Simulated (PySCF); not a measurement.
## Ionisation energy of Ar¹³⁺ by level of theory

Ar¹³⁺ [He] 2s2 2p1 (2P) → Ar¹⁴⁺ [He] 2s2 (1S), as a difference of total energies. Calculation: PySCF 2.14, in an uncontracted even-tempered set (18 s from 1.6 bohr⁻², ratio 2.2; 11 p from 2 bohr⁻², ratio 2.2; 6 d from 10 bohr⁻², ratio 2.4; 5 f from 15 bohr⁻², ratio 2.4; 5 g from 22 bohr⁻², ratio 2.4); the non-relativistic Hamiltonian (point nucleus). Correlated levels: nothing frozen; virtual orbitals above 40 to 60 times the deepest correlated orbital energy dropped. The calculations carry no spin-orbit coupling.

```json
{"method": "UHF", "ionisation energy (eV)": "753.25"}
{"method": "LDA", "ionisation energy (eV)": "752.57"}
{"method": "PBE", "ionisation energy (eV)": "754.15"}
{"method": "PBE0", "ionisation energy (eV)": "754.11"}
{"method": "r2SCAN", "ionisation energy (eV)": "754.82"}
{"method": "PBEsol", "ionisation energy (eV)": "752.96"}
{"method": "r2SCAN0", "ionisation energy (eV)": "754.66"}
{"method": "MP2 (all electrons)", "ionisation energy (eV)": "753.12"}
{"method": "SCS-MP2 (all electrons)", "ionisation energy (eV)": "752.91"}
```

A first-order spin-orbit estimate (lowest level to lowest level, LS coupling) adds 1.864 eV.

These non-relativistic numbers lack the scalar-relativistic shift.

For comparison: 755.13 ± 0.22 eV (semi-empirical (NIST evaluation); NIST Atomic Spectra Database, ionization energies).
